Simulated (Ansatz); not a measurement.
One change: `C#[C][In]([Cl])[Cl]` becomes `C=[CH][In]([Cl])[Cl]`.

Ansatz, PBE0-D4/def2-TZVP geometries, multiplicity 1. Each molecule was computed in one conformer, which needn't be the lowest.

Elements past krypton have def2 core potentials.

| property | `C#[C][In]([Cl])[Cl]` |
| --- | --- |
| HOMO–LUMO gap (PBE/def2-TZVPP) / eV | 4.78 |
| LUMO energy (ωB97M-V/def2-TZVPP) / eV | -0.37 |
| HOMO energy (ωB97M-V/def2-TZVPP) / eV | -11.11 |
| HOMO energy (PBE/def2-TZVPP) / eV | -7.60 |
| size of the dipole moment (PBE/def2-TZVPP) / D | 2.55 |
| HOMO energy (B3LYP/def2-TZVPP) / eV | -8.57 |

Question: Give the same properties after the change, and the shifts. (Best estimate.)

Answer: Computed: 
| property | `C=[CH][In]([Cl])[Cl]` | shift |
| --- | --- | --- |
| HOMO–LUMO gap (PBE/def2-TZVPP) / eV | 4.51 | -0.27 |
| LUMO energy (ωB97M-V/def2-TZVPP) / eV | -0.20 | 0.17 |
| HOMO energy (ωB97M-V/def2-TZVPP) / eV | -10.68 | 0.43 |
| HOMO energy (PBE/def2-TZVPP) / eV | -7.25 | 0.35 |
| size of the dipole moment (PBE/def2-TZVPP) / D | 3.66 | 1.11 |
| HOMO energy (B3LYP/def2-TZVPP) / eV | -8.29 | 0.28 |

With PBE0 the HOMO rises by 0.31 eV and the LUMO rises by 0.12 eV, so the gap narrows by about 0.19 eV. PBE moves the HOMO by 0.35 eV and ωB97M-V by 0.43 eV. Dipoles are sizes alone; their direction can turn.

B3LYP here is the variant with VWN-RPA as its local correlation; programs differ in this.
